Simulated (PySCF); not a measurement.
**Frontier orbitals and the lowest excitations**

SnHMe2F, C2H7FSn.
Geometry (PBE0-D3(BJ)/def2-SVP, Å), atoms numbered from 1 in this order:
```xyz
11
C2H7FSn angstrom
Sn    -0.296   -0.510    0.488
H     -0.492   -0.807    2.169
C      1.740   -0.563   -0.167
H      2.302    0.271    0.279
H      1.774   -0.473   -1.261
H      2.207   -1.511    0.133
C     -1.382    1.189   -0.224
H     -2.431    1.128    0.097
H     -1.341    1.213   -1.322
H     -0.937    2.113    0.172
F     -1.145   -2.049   -0.364
```

The calculation used PySCF, TDDFT CAM-B3LYP/def2-SVPD, vertical, gas phase, core orbitals frozen in the response, def2 core potentials past Kr. Spin–orbit coupling is left out.

Kohn–Sham orbitals with the atoms that hold most of them (Löwdin shares over 4%, at most four atoms; ? is withheld):

| orbital | ε (eV) | atoms |
| --- | --- | --- |
| HOMO-3 | -11.97 | F11 85%, Sn1 4% |
| HOMO-2 | -11.93 | F11 64%, Sn1 12%, C3 6%, C7 6% |
| HOMO-1 | -10.06 | ? |
| HOMO | ? | ? |
| LUMO | 0.78 | Sn1 37%, C7 13%, C3 13%, H10 7% |
| LUMO+1 | 0.84 | Sn1 49%, F11 15%, H2 12%, C7 7% |
| LUMO+2 | 1.28 | Sn1 24%, C7 15%, C3 15%, H2 11% |

Problem. Which atoms hold the HOMO, and with what shares?

Solution. C7 (bonded to Sn and 3 H) 26%; C3 (bonded to Sn and 3 H) 26%; Sn1 (bonded to 2 C, F and H) 20%; F11 (bonded to Sn) 9%. By element: carbon 52%, tin 20%, fluorine 9%.

Problem. Give the leading atoms of the HOMO-1.

Solution. H2 (bonded to Sn) 28%; Sn1 (bonded to 2 C, F and H) 27%; F11 (bonded to Sn) 12%; C3 (bonded to Sn and 3 H) 12%.

Problem. What is the HOMO energy, and the HOMO–LUMO gap?

Solution. ε(HOMO) = -9.71 eV; the gap is 10.49 eV (0.3853 hartree).

Problem. How does S1 compare with the orbital gap of 10.49 eV?

Solution. S1 is at 7.07 eV (f = 0.0000), 3.41 eV below the gap, made of HOMO→LUMO+1 (82%), HOMO→LUMO (13%). Its leading pair isn't HOMO and LUMO; the energies of that pair differ by 10.55 eV. 

Problem. Give energy, strength and leading configuration of S1, S2 and S3, and follow the Löwdin shares of the leading atoms from the occupied to the empty orbital.

Solution. 
- S1 (7.07 eV, f 0.0000), HOMO→LUMO+1 (82%): C7 26% → 7%, C3 26% → at most 7%, Sn1 20% → 49%, F11 9% → 15%
- S2 (7.31 eV, f 0.0042), HOMO-1→LUMO+1 (85%): H2 28% → 12%, Sn1 27% → 49%, F11 12% → 15%
- S3 (7.59 eV, f 0.243), HOMO→LUMO (82%): C7 26% → 13%, C3 26% → 13%, Sn1 20% → 37%

Orbitals of the list HOMO-3 to LUMO+2 that lie within 0.01 eV of each other are written together with a slash and their weights summed (≥ marks a lower bound); for degenerate orbitals outside that list single weights are arbitrary.

Löwdin shares depend on the basis, the more so with diffuse functions.
